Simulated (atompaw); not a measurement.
**An all-electron radial function and its pseudo partner (Nb (Z = 41))**

Columns: radius, all-electron u(r) and pseudo u(r) of the 5p shell (level -1.00 eV) of niobium in the configuration [Kr] 4d5 5s0 5p0; LDA (PW92), scalar-relativistic, PAW (atompaw) scheme, atompaw 4.2.0.5.

```
r (bohr)  all-electron  pseudo
   0.115       -0.0484  0.0003
   0.231        0.0643  0.0011
   0.346        0.0957  0.0026
   0.462        0.0457  0.0048
   0.577       -0.0298  0.0078
   0.692       -0.0970  0.0119
   0.808       -0.1427  0.0172
   0.923       -0.1641  0.0238
   1.038       -0.1648  0.0319
   1.154       -0.1492  0.0417
   1.269       -0.1224  0.0532
   1.385       -0.0879  0.0667
   1.500       -0.0494  0.0818
   1.615       -0.0090  0.0987
   1.731        0.0321  0.1174
   1.846        0.0721  0.1374
   1.962        0.1108  0.1589
   2.077        0.1472  0.1812
   2.192        0.1813  0.2041
   2.308        0.2133  0.2275
   2.423        0.2425  0.2507
   2.538        0.2692  0.2734
   2.654        0.2938  0.2956
   2.769        0.3159  0.3164
   2.885        0.3359  0.3360
   3.000        0.3537  0.3537
```

(1) How many radial nodes do the two functions have?

(2) Is the pseudo-wave norm-conserving?

Results:

(1) The all-electron 5p function has n − l − 1 = 3; the pseudo-wave has 0, since the states of the same l below it are removed with the core.

(2) No, it belongs to a PAW set: the norm inside the radius is not constrained, and the difference is carried by the augmentation charge.
